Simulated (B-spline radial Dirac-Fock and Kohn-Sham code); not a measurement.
Z = 43 (technetium), transition energy 23.6 keV. Method: a Dirac-Hartree-Slater potential of the neutral atom with a Latter tail (no hole, which puts coefficients of high multipoles low close above an edge), finite nucleus with surface currents. Computed with an atomic code on a B-spline grid. Subshells that would emit electrons below 1 keV are left out.

Question: A pure transition shows α(K) = 16600, L1/L2 = 5.88 and L1/L3 = 0.181. What is its multipolarity?
A. M3
B. M4
C. E3
D. M2
E. M1
F. E4
G. E2
H. E1

Answer: B. For comparison, α(K), L1/L2, L1/L3 are E1 6.42, 3.59, 2.14; E2 43.7, 0.0817, 0.0515; E3 123, 0.00170, 0.00110; E4 274, 0.00514, 0.00337; M1 16.2, 13.0, 42.7; M2 568, 10.7, 2.69; M3 4420, 7.75, 0.442.
